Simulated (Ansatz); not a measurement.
Reaction (formal exchange of groups at the Si–Cl bond): `CN([SiH3])[SiH2]Cl` + CH₄ → `C[SiH2]N(C)[SiH3]` + HCl

Calculated with Ansatz (gas phase, PBE0-D4/def2-TZVP geometries, no zero-point term in ΔE). CBS: MP2 limit from def2 TZ/QZ plus the TZ coupled-cluster correction, frozen cores. This one scheme is used for every species. Functionals use def2-TZVPP. One conformer a species, not always the lowest.

```csv
level,ΔE (kJ/mol),difference from CCSD(T)/CBS
ωB97M-V,117.1,0.4
PBE,115.4,-1.3
BLYP,119.4,2.7
PBE0,116.3,-0.4
BHLYP,121.7,5.0
HF/def2-TZVPP,125.9,9.2
SCS-MP2/def2-TZVPP,118.6,1.9
MP2/def2-QZVPP,120.9,4.2
SCS-MP2/def2-QZVPP,120.5,3.8
CCSD/CBS(def2),117.0,0.3
CCSD(T)/CBS,116.7,0
```

Largest T1 diagnostic among the species: 0.010.

Leaving LDA and LC-ωPBE aside and taking each functional with its dispersion term where it has one, the values, not all of them listed here, spread over 8.6 kJ/mol, from revPBE-D4 to BHLYP-D4. LDA lies −5.9 kJ/mol from PBE without D4. At CCSD(T), def2-SVP lies −3.5 kJ/mol from the extrapolated value and def2-TZVPP −3.3 kJ/mol.
